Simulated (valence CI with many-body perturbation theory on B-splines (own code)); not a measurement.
## Gd13+: M1 decay

Method: valence CI with perturbative core correlation (CI+MBPT): five valence electrons over a frozen Dirac-Fock core [Kr] 4d10, a basis of 7 s, 7 p, 7 d, 7 f, 4 g, 2 h functions for each j, with the one-electron correlation potential Σ1 (screened to all orders), the two-electron term Σ2, the three-electron term Σ3, Breit, model QED; selected single and double excitations, second order for the rest, scaled by the run's own slope (own B-spline code, finite nucleus).

No measured levels were compared; by estimate terms of the open shell hold to a few per cent of their energy, and close levels can change places; configurations with another count of f electrons can be misplaced by thousands of cm⁻¹. Core correlation moves these levels by up to 46000 cm⁻¹, and in measured spectra 5 to 20 % of such shifts remained as error; rates that hang on mixing are uncertain with them. Among the levels kept, up to 740 cm⁻¹ of a level comes from second order outside the variational space, and about a tenth of that is noise between levels of different J, which matters for small intervals. The lowest computed level is not the ground level that NIST lists (6H°5/2, for many ions itself from theory).

Lines 1 to 50 of 120 in falling wavelength, among levels below 64579 cm⁻¹, chosen from the decays that carry over 1 % of a level's rate. Wavelengths and rates use the calculated energies, so an error of 2000 cm⁻¹ moves a line at 47530 Å by 95 % and its rate by three times that or more. Weak lines are less certain than strong ones. Lines between different terms over intervals too small for the method are left out, as are lines whose strength nearly cancels. Where a level lies close to another of its J and parity, the split of strength between their lines is uncertain. Intervals below about 2000 cm⁻¹, as at the head of this list, are uncertain by tens of per cent.

Names give the largest LS component (configuration and term), which can be under half, so a name can repeat, a term be missing and a line seem to break the LS rules; names also repeat where a configuration has a term twice. Letters in brackets count levels of one name in rising energy.

```tsv
λ vac (Å)	Upper	Lower	Type	A (s⁻¹)	Branch %
49310	4f4 5s 6I_9/2	4f4 5s 6I_7/2	M1	6.86e-01	26.1
48310	4f3 5s2 4D°_1/2	4f3 5s2 4D°_3/2	M1	4.98e-01	13.3
47530	4f3 5s2 4S°_3/2	4f3 5s2 4F°_5/2	M1	9.86e-03	3.0
47200	4f3 5s2 4F°_7/2	4f3 5s2 4F°_5/2	M1	3.34e-01	45.2
41660	4f4 5s 6I_11/2	4f4 5s 6I_9/2	M1	1.50e+00	49.5
37630	4f4 5s 6I_13/2	4f4 5s 6I_11/2	M1	1.97e+00	57.8
35470	4f4 5s 6I_15/2	4f4 5s 6I_13/2	M1	1.85e+00	50.1
35430	4f3 5s2 4F°_5/2	4f3 5s2 4F°_3/2	M1	8.81e-01	100.0
34340	4f4 5s 6I_17/2	4f4 5s 6I_15/2	M1	1.16e+00	51.7
31960	4f3 5s2 4F°_9/2	4f3 5s2 4F°_7/2	M1	5.75e-01	6.0
31050	4f3 5s2 4F°_7/2	4f3 5s2 2H°_9/2 [a]	M1	2.21e-01	30.0
28000	4f3 5s2 2I°_13/2	4f3 5s2 2I°_11/2	M1	4.47e-01	4.1
25430	4f3 5s2 2P°_1/2	4f3 5s2 2D°_3/2 [a]	M1	5.22e-01	4.7
22670	4f3 5s2 4G°_11/2	4f3 5s2 4G°_9/2	M1	2.06e+00	29.4
21720	4f3 5s2 2K°_15/2	4f3 5s2 2K°_13/2	M1	1.11e+00	4.3
21000	4f3 5s2 4I°_11/2	4f3 5s2 4I°_9/2	M1	4.46e+00	100.0
20910	4f3 5s2 4I°_15/2	4f3 5s2 4I°_13/2	M1	3.49e+00	100.0
20820	4f3 5s2 4G°_7/2	4f3 5s2 4G°_5/2	M1	2.77e+00	36.6
20780	4f3 5s2 4I°_13/2	4f3 5s2 4I°_11/2	M1	5.32e+00	100.0
20300	4f3 5s2 4S°_3/2	4f3 5s2 4F°_3/2	M1	3.19e-01	97.0
19070	4f3 5s2 2G°_9/2	4f3 5s2 4G°_7/2	M1	2.40e+00	10.7
18370	4f3 5s2 4G°_9/2	4f3 5s2 2G°_7/2	M1	3.93e+00	32.6
18020	4f3 5s2 4G°_5/2	4f3 5s2 4F°_7/2	M1	1.33e-01	32.7
17530	4f3 5s2 2D°_5/2 [a]	4f3 5s2 2D°_3/2 [a]	M1	1.05e+00	6.0
17480	4f3 5s2 4D°_7/2	4f3 5s2 4D°_5/2	M1	3.19e+00	71.9
16930	4f3 5s2 2P°_3/2	4f3 5s2 2D°_5/2 [a]	M1	1.32e+00	3.7
16130	4f3 5s2 2G°_7/2	4f3 5s2 4F°_7/2	M1	1.09e+00	15.5
15750	4f3 5s2 4F°_9/2	4f3 5s2 2H°_9/2 [a]	M1	3.43e+00	35.6
14710	4f3 5s2 4D°_3/2	4f3 5s2 2D°_5/2 [a]	M1	4.21e-01	13.5
13040	4f3 5s2 4G°_5/2	4f3 5s2 4F°_5/2	M1	3.69e-02	9.1
13030	4f3 5s2 2P°_3/2	4f3 5s2 2P°_1/2	M1	2.12e+00	5.9
12370	4f3 5s2 2H°_11/2 [a]	4f3 5s2 2H°_9/2 [a]	M1	4.68e+00	25.6
12020	4f3 5s2 2G°_7/2	4f3 5s2 4F°_5/2	M1	3.14e+00	44.5
11740	4f3 5s2 4G°_9/2	4f3 5s2 4F°_9/2	M1	1.78e+00	14.8
11670	4f3 5s2 4D°_3/2	4f3 5s2 2P°_1/2	M1	1.53e+00	49.3
10640	4f3 5s2 2G°_9/2	4f3 5s2 2G°_7/2	M1	5.43e-01	2.4
10620	4f3 5s2 2G°_7/2	4f3 5s2 2H°_9/2 [a]	M1	1.90e+00	26.9
9660	4f3 5s2 4G°_7/2	4f3 5s2 4F°_7/2	M1	2.23e+00	29.5
9600	4f3 5s2 2I°_11/2	4f3 5s2 4G°_11/2	M1	8.40e-01	8.4
9533	4f3 5s2 4G°_5/2	4f3 5s2 4F°_3/2	M1	1.06e-01	26.2
9398	4f3 5s2 4D°_1/2	4f3 5s2 2P°_1/2	M1	1.11e+00	29.6
9316	4f3 5s2 2G°_9/2	4f3 5s2 2H°_11/2 [a]	M1	3.27e+00	14.6
8934	4f3 5s2 4G°_11/2	4f3 5s2 2H°_11/2 [a]	M1	3.22e+00	46.0
8614	4f3 5s2 2P°_3/2	4f3 5s2 2D°_3/2 [a]	M1	1.46e+01	40.6
8022	4f3 5s2 2G°_9/2	4f3 5s2 4F°_9/2	M1	1.16e+01	51.6
8019	4f3 5s2 4G°_7/2	4f3 5s2 4F°_5/2	M1	2.33e+00	30.9
7999	4f3 5s2 4D°_3/2	4f3 5s2 2D°_3/2 [a]	M1	5.91e-02	1.9
7985	4f3 5s2 4D°_5/2	4f3 5s2 2D°_3/2 [a]	M1	3.51e+00	39.2
7983	4f3 5s2 2D°_5/2 [a]	4f3 5s2 2G°_7/2	M1	6.75e-01	3.8
7736	4f3 5s2 4G°_11/2	4f3 5s2 4F°_9/2	M1	1.87e-01	2.7
```
